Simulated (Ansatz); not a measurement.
Geometry optimisation, UHF/def2-SVP (Ansatz 0.2.0).

Input file:

```yaml
crystal:
  periodic: [false, false, false]
  atoms:
    - { symbol: Sn, position_ang: [0.000481, 0.0, -0.258502] }
    - { symbol: Cl, position_ang: [0.000648, 0.0, 3.361235] }
    - { symbol: H, position_ang: [1.607973, 0.0, -0.844447] }
    - { symbol: H, position_ang: [-0.80333, 1.392128, -0.844404] }
    - { symbol: H, position_ang: [-0.80333, -1.392128, -0.844404] }
    - { symbol: H, position_ang: [-0.000641, 0.0, 4.682322] }
magnetization:
  spin_polarized: true
  initial_magnetization: 1
basis:
  gaussian: { orbitals: def2-SVP }
hamiltonian:
  xc: hf
relax:
  f_tol: 0.03
  max_steps: 50
output:
  orbitals: {}
```

Command:

```bash
$ ansatz run input.yaml --threads 1 --pin off --max-ram 2048MiB --backend cpu --events-out ev --progress --plain --runs-dir out
```

Where does it end, and by what steps?

The forces met the threshold. The force dipped under the threshold on the way, but the program's further checks kept it going. After 8 steps the energy has fallen by 0.138 eV; Cl2 moved furthest, 0.97 Å.

| step | energy less start (eV) | largest force component (eV/Å) | accepted |
| --- | --- | --- | --- |
| 0 | 0.0000 | 1.746 | yes |
| 1 | -0.0854 | 0.613 | yes |
| 2 | -0.1191 | 0.462 | yes |
| 3 | -0.1320 | 0.030 | yes |
| 4 | -0.1340 | 0.095 | yes |
| 5 | -0.1359 | 0.063 | yes |
| 6 | -0.1373 | 0.022 | yes |
| 7 | -0.1377 | 0.003 | yes |
| 8 | -0.1378 | 0.006 | yes |

```xyz
6
Properties=species:S:1:pos:R:3
Sn 0.000 0.000 -0.745
Cl 0.003 0.000 4.330
H 1.618 0.000 -1.312
H -0.809 1.401 -1.312
H -0.809 -1.401 -1.312
H -0.003 0.000 5.602
```

Whether the end is a true minimum wasn't checked by a vibrational analysis.

The run took 10 s on 1 thread of Arm Neoverse V2 (shared host), peak memory 0.14 GiB.
